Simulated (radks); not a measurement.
Values are calculated unless marked as measured or tabulated.
Q: The mercury ion Hg4+ is in [Xe] 4f14 5d(3/2: 4, 5/2: 4). Code: a radial shooting solver on a logarithmic mesh with Libxc functionals. Model: Dirac Kohn-Sham, BLYP, spin-unpolarised, spherical densities, finite nucleus; Fermi nuclear charge, rms radius of each element as measured or else 0.836 A^(1/3) + 0.57 fm. Sub-shells are occupied by j as written (lower j first in brackets). One electron is removed from 5p3/2, 5d5/2, 5p1/2, 5d3/2 in turn, with full relaxation. Which removal costs least, and what does each cost?

A: 5d5/2 63.684 eV; 5d3/2 66.056 eV; 5p3/2 120.05 eV; 5p1/2 139.31 eV. The 5d5/2 electron leaves first.
